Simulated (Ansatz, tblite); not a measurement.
Isomers of SiO₄H₄ (singlet), found by a short tight-binding search and relaxed with r2SCAN-D4/def2-SVP in Ansatz.

The xTB rows come from tblite. B3LYP takes the VWN-RPA correlation. Correlated methods freeze 9 core orbitals.

Run but left out: HF/def2-TZVPP (B: restricted singlet, unstable towards broken spin symmetry).

B: The restricted singlet is unstable towards broken spin symmetry in Hartree–Fock (as tested in another run); at r2SCAN-D4/def2-TZVP, B3LYP-D4/def2-TZVP, PBE0-D4/def2-TZVP, ωB97M-V/def2-TZVP this wasn't settled. At CCSD(T)/def2-TZVPP the restricted singlet (for correlated methods, its reference) is unstable: a solution with broken spin symmetry lies lower.

Other spin states weren't relaxed.

A:

Cartesian coordinates in Å:
```
Si 0.035 -0.682 0.194
O 0.553 0.684 -1.412
O -0.548 0.826 0.776
O -1.037 0.199 2.018
O -0.620 -1.170 1.733
H 1.104 1.376 -1.011
H 1.491 -0.975 0.206
H -0.708 -1.408 -0.867
H -0.270 1.150 -1.637
```

B:

```xyz
9

Si    0.273    0.075    0.602
O     1.148    1.441    1.096
O    -0.124   -1.229   -0.966
O    -1.311    0.534    0.331
O     1.560    0.707   -0.251
H     0.409   -1.057    1.526
H    -1.470    1.447    0.605
H     0.502   -1.033   -1.682
H    -0.987   -0.885   -1.260
```

Task: Estimate which lies lowest at each level, and how far above it the others are (kcal/mol).

Result: 
| level | A | B |
| --- | --- | --- |
| GFN1-xTB | 94.5 | 0.0 |
| GFN2-xTB | 68.0 | 0.0 |
| PBE-D4/def2-TZVP | 83.5 | 0.0 |
| r2SCAN-D4/def2-TZVP | 88.2 | 0.0 |
| B3LYP-D4/def2-TZVP | 87.4 | 0.0 |
| PBE0-D4/def2-TZVP | 87.2 | 0.0 |
| ωB97M-V/def2-TZVP | 88.6 | 0.0 |
| MP2/def2-TZVPP | 96.4 | 0.0 |
| CCSD/def2-TZVPP | 92.0 | 0.0 |
| CCSD(T)/def2-TZVPP | 91.0 | 0.0 |
Point groups (tolerance 0.1 Å): A not assigned, B not assigned. Lower isomers may exist.
